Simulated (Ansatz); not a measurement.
`CCB(O)CC`. Charge 0, multiplicity 1. Geometry: relaxed with PBE0-D4/def2-TZVP. It is one conformer, not always the lowest.

```xyz
17

C     1.755    0.304    0.970
C     0.351    0.252    1.565
B    -0.832   -0.028    0.567
O    -1.884   -0.739    1.069
C    -0.852    0.463   -0.936
C    -0.260   -0.597   -1.873
H     2.062   -0.673    0.585
H     2.498    0.605    1.712
H     1.817    1.013    0.141
H     0.119    1.232    2.011
H     0.309   -0.455    2.399
H    -2.606   -0.835    0.442
H    -1.878    0.690   -1.254
H    -0.284    1.393   -1.047
H     0.780   -0.818   -1.621
H    -0.814   -1.539   -1.814
H    -0.282   -0.269   -2.915
```

(1) What is the dipole moment at ωB97M-V/def2-TZVPP? (Best estimate.)

(2) And with PBE, r2SCAN, B3LYP? (Estimate.)

(3) Give the Mulliken charges with ωB97M-V, PBE, r2SCAN in def2-TZVPP. (An estimate is asked.)

Results:

(1) The calculation gave: 1.37 D, with components (-0.57, 0.28, -1.21) D in this frame, pointing from negative to positive charge.

(2) The calculation gave: PBE 1.30 D, r2SCAN 1.33 D, B3LYP 1.36 D.

(3) Computed: 
```csv
atom,ωB97M-V,PBE,r2SCAN
C1,-0.34,-0.25,-0.15
C2,-0.20,-0.18,-0.11
B3,0.18,0.15,0.23
O4,-0.26,-0.23,-0.29
C5,-0.28,-0.20,-0.14
C6,-0.29,-0.25,-0.14
H7,0.11,0.08,0.04
H8,0.11,0.08,0.04
H9,0.10,0.08,0.04
H10,0.10,0.08,0.04
H11,0.10,0.08,0.04
H12,0.17,0.18,0.20
H13,0.08,0.05,0.02
H14,0.11,0.07,0.04
H15,0.11,0.09,0.06
H16,0.10,0.08,0.04
H17,0.11,0.08,0.04
```

B3LYP here is the variant with VWN-RPA as its local correlation; programs differ in this.
